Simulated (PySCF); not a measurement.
Si(H)(Me)2(SeH) (C₂H₈SeSi), SMILES C[SiH](C)[SeH].

Geometry: r2SCAN-D4/def2-SVP. Other conformers were not sampled.

These are TDA-CAM-B3LYP/def2-SVPD run with PySCF values and carry that method's errors.

Vertical excitations. Gas-phase values at a fixed geometry. State labels are in the subgroup Cs.

Computed UV-visible absorptions:
```json
[
 {"state": "S1", "symmetry": "A\"", "energy (eV)": "5.33", "λ (nm)": "233", "f": "0.006", "main pairs": "HOMO→LUMO 55 %, HOMO→LUMO+2 26 %, HOMO→LUMO+1 13 %"},
 {"state": "S2", "symmetry": "A\"", "energy (eV)": "5.90", "λ (nm)": "210", "f": "0.051", "main pairs": "HOMO→LUMO+1 55 %, HOMO→LUMO 31 %"},
 {"state": "S3", "symmetry": "A\"", "energy (eV)": "6.77", "λ (nm)": "183", "f": "0.040", "main pairs": "HOMO→LUMO+2 40 %, HOMO→LUMO+1 22 %, HOMO→LUMO+3 13 %, HOMO→LUMO+10 10 %"},
 {"state": "S4", "symmetry": "A\"", "energy (eV)": "6.98", "λ (nm)": "178", "f": "0.000", "main pairs": "HOMO→LUMO+3 79 %, HOMO→LUMO+2 16 %"},
 {"state": "S5", "symmetry": "A'", "energy (eV)": "7.17", "λ (nm)": "173", "f": "0.013", "main pairs": "HOMO→LUMO+4 47 %, HOMO−1→LUMO 16 %, HOMO→LUMO+5 10 %, HOMO−1→LUMO+1 7 %"},
 {"state": "S6", "symmetry": "A'", "energy (eV)": "7.34", "λ (nm)": "169", "f": "0.049", "main pairs": "HOMO−1→LUMO 54 %, HOMO→LUMO+4 31 %, HOMO−1→LUMO+2 8 %"},
 {"state": "S7", "symmetry": "A'", "energy (eV)": "7.56", "λ (nm)": "164", "f": "0.025", "main pairs": "HOMO→LUMO+5 66 %, HOMO−1→LUMO 13 %, HOMO→LUMO+4 10 %"},
 {"state": "S8", "symmetry": "A\"", "energy (eV)": "7.67", "λ (nm)": "162", "f": "0.034", "main pairs": "HOMO→LUMO+6 42 %, HOMO→LUMO+7 42 %"},
 {"state": "S9", "symmetry": "A\"", "energy (eV)": "7.84", "λ (nm)": "158", "f": "0.055", "main pairs": "HOMO→LUMO+6 29 %, HOMO→LUMO+10 25 %, HOMO→LUMO+8 24 %, HOMO→LUMO+7 9 %"},
 {"state": "S10", "symmetry": "A'", "energy (eV)": "8.19", "λ (nm)": "151", "f": "0.500", "main pairs": "HOMO−1→LUMO+1 41 %, HOMO−1→LUMO+2 17 %"},
 {"state": "T1", "symmetry": "A\"", "energy (eV)": "4.88", "λ (nm)": "254", "f": "0", "main pairs": "HOMO→LUMO 55 %, HOMO→LUMO+2 29 %, HOMO→LUMO+1 8 %"},
 {"state": "T2", "symmetry": "A\"", "energy (eV)": "5.52", "λ (nm)": "225", "f": "0", "main pairs": "HOMO→LUMO+1 57 %, HOMO→LUMO 23 %"},
 {"state": "T3", "symmetry": "A\"", "energy (eV)": "6.58", "λ (nm)": "188", "f": "0", "main pairs": "HOMO→LUMO+2 38 %, HOMO→LUMO+1 18 %, HOMO→LUMO 16 %, HOMO→LUMO+10 9 %"},
 {"state": "T4", "symmetry": "A'", "energy (eV)": "6.58", "λ (nm)": "188", "f": "0", "main pairs": "HOMO−1→LUMO+2 28 %, HOMO−1→LUMO+1 26 %, HOMO−1→LUMO 24 %"}
]
```
Triplets are in the Tamm–Dancoff approximation.
